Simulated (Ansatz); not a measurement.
The same path of C2H9BN2 (14 atoms, charge 0, multiplicity 1) was run twice with different band settings. Lost on the way: B1–N2, N4–H6. Made: N2–H6.

All numbers below come from Ansatz 0.2.0, RKS B3LYP-D4/def2-SVP.

Relaxed end points:

```xyz
14
Properties=species:S:1:pos:R:3
B -0.189 -0.089 -0.005
N 0.583 -0.204 1.176
C 0.192 -0.882 2.391
N 0.265 0.598 -1.156
C -0.457 0.759 -2.397
H 1.183 1.032 -1.155
H -1.288 -0.601 -0.031
H 1.505 0.220 1.220
H -0.807 -1.322 2.258
H 0.882 -1.704 2.660
H 0.139 -0.200 3.262
H -1.439 0.270 -2.315
H -0.637 1.821 -2.651
H 0.068 0.302 -3.258
```

```xyz
14
Properties=species:S:1:pos:R:3
B -1.514 0.764 -0.194
N 1.345 -0.105 1.246
C 0.711 -1.115 2.080
N -1.009 0.695 -1.327
C -0.453 0.625 -2.618
H 0.927 -0.088 0.316
H -2.002 0.823 0.877
H 1.202 0.828 1.634
H 0.894 -2.116 1.655
H 1.166 -1.110 3.084
H -0.388 -1.016 2.217
H -1.194 0.891 -3.393
H 0.402 1.315 -2.729
H -0.086 -0.392 -2.847
```

Common settings: movable images 9; climbing image yes; spring 5.0 eV/Å²; optimiser quadratic models (default); start path through a guess of the saddle point; iteration limit 60; end points relaxed.

| run | force threshold |
| --- | --- |
| 1 | 0.05 eV/Å |
| 2 | 0.2 eV/Å |

Q: What does each run give, and how far can it be trusted?

A: Run 1: converged after 38 iterations, highest image 2.446 eV above the first end. The profile has 3 maxima (images 1, 4, 8) with wells between them (images 2, 5): this band takes more than one step, which may be the mechanism or a detour left from its start path. Neighbouring images differ by up to 1.9 eV, so the band resolves the path poorly. A vibrational analysis at the climbing image gives one clearly imaginary mode, 607i cm⁻¹, and a faint second one (25i cm⁻¹) that may be numerical noise or a soft torsion: probably a first-order saddle point.
Run 2: converged after 33 iterations, highest image 2.455 eV above the first end. The threshold of 0.2 eV/Å is loose, so the images may lie well off the minimum-energy path. The profile has 3 maxima (images 1, 3, 8) with wells between them (images 2, 5): this band takes more than one step, which may be the mechanism or a detour left from its start path. Neighbouring images differ by up to 1.9 eV, so the band resolves the path poorly. The order of the stationary point at the top wasn't checked.
The orbitals stay closed-shell, which can raise the energy where a bond breaks towards radicals; this wasn't checked here.
